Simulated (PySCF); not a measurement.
SMILES [Si](/C=C\[Si](C)(C)C)(F)(F)F (C₅H₁₁F₃Si₂) (GFN2-xTB optimised geometry):

```
21

C     -0.694     1.496     2.979
Si     0.686     0.191     2.850
C      2.271     0.841     3.690
C      0.153    -1.463     3.636
C      1.170    -0.135     1.036
C      0.353    -0.333     0.000
Si    -1.502    -0.333     0.000
F     -2.079    -1.035    -1.305
F     -2.236    -1.092     1.190
F     -2.207     1.092     0.000
H     -1.659     1.080     2.712
H     -0.774     1.879     3.992
H     -0.509     2.341     2.322
H      2.611     1.769     3.240
H      3.083     0.124     3.617
H      2.102     1.034     4.745
H      0.927    -2.220     3.539
H     -0.745    -1.848     3.164
H     -0.056    -1.342     4.694
H      2.236    -0.172     0.834
H      0.794    -0.519    -0.977
```

Method: PBE0/def2-SVP in PySCF.

What are the frontier orbital energies and the dipole moment?

HOMO-2 -8.73 eV, HOMO-1 -8.62 eV, HOMO -8.33 eV, LUMO -1.44 eV, LUMO+1 0.88 eV; dipole moment 3.28 D.

Meta-Löwdin charges at PBE0/def2-SVP: C1 -0.56, Si2 0.86, C3 -0.55, C4 -0.55, C5 -0.27, C6 -0.37, Si7 1.52, F8 -0.46, F9 -0.46, F10 -0.46, H11 0.12, H12 0.12, H13 0.12, H14 0.11, H15 0.11, H16 0.12, H17 0.11, H18 0.12, H19 0.12, H20 0.12, H21 0.13.
